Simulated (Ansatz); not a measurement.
`N#[C][GeH]([C]#N)[C]#N` + `O=CO` → `N#COC=O` + `N#[C][GeH2][C]#N` at 500 K and 1 bar (substitution at a C–Ge bond).

Computed with Ansatz on PBE0-D4/def2-TZVP structures; ΔE is electronic, products minus reactants. CBS: MP2 limit from def2 TZ/QZ plus the TZ coupled-cluster correction, frozen cores. This one scheme is used for every species. For Ge outer-core shells are correlated without core-valence functions, which leaves a few kJ/mol of doubt a bond. Scalar relativity is left out up to krypton. One conformer a species, not always the lowest.

```tsv
species	CCSD(T)/CBS energy (Eh)	H − E (kJ/mol)	S (J/(mol·K))
`N#[C][GeH]([C]#N)[C]#N`	-2354.91840	137.4	440.8
`O=CO`	-189.60296	110.7	274.8
`N#COC=O`	-281.69242	114.4	330.5
`N#[C][GeH2][C]#N`	-2262.78307	125.2	382.5
```

H − E and S are ideal-gas, rigid-rotor, harmonic terms from PBE0-D4/def2-TZVP, for one conformer and one mirror image of each species. 1 Eh = 2625.50 kJ/mol, R = 8.31446 J/(mol·K).

**Question.** By hand: ΔE, ΔH, ΔS and ΔG.

**Answer.** ΔE = (-281.69242) + (-2262.78307) − (-2354.91840) − (-189.60296) = 0.04587 Eh = 120.4 kJ/mol. Δ(H − E) = 114.4 + 125.2 − 137.4 − 110.7 = -8.5, so ΔH = 111.9 kJ/mol. ΔS = 330.5 + 382.5 − 440.8 − 274.8 = -2.6 J/(mol·K). ΔG = 111.9 − 500 × (-2.6)/1000 = 113.2 kJ/mol.

**Question.** By hand: the equilibrium constant, and the temperature at which ΔG would vanish if ΔH and ΔS stayed fixed.

**Answer.** log₁₀ K = −ΔG/(RT ln 10) = -11.8. ΔH and −TΔS have one sign here, so there is no such temperature. One of them is within its doubt of zero, so this could turn.

The number of gas molecules stays the same, so ΔS is small and ΔH decides. A doubt of 5 kJ/mol in ΔE shifts log₁₀ K by 0.5 here. Other conformers and mirror images would add mixing entropy, several J/(mol·K) or more a flexible species. These are equilibria of isolated gas molecules and say nothing of rates. Largest T1 diagnostic: 0.017 (customary marks: 0.02 for closed shells, 0.045 for open ones).
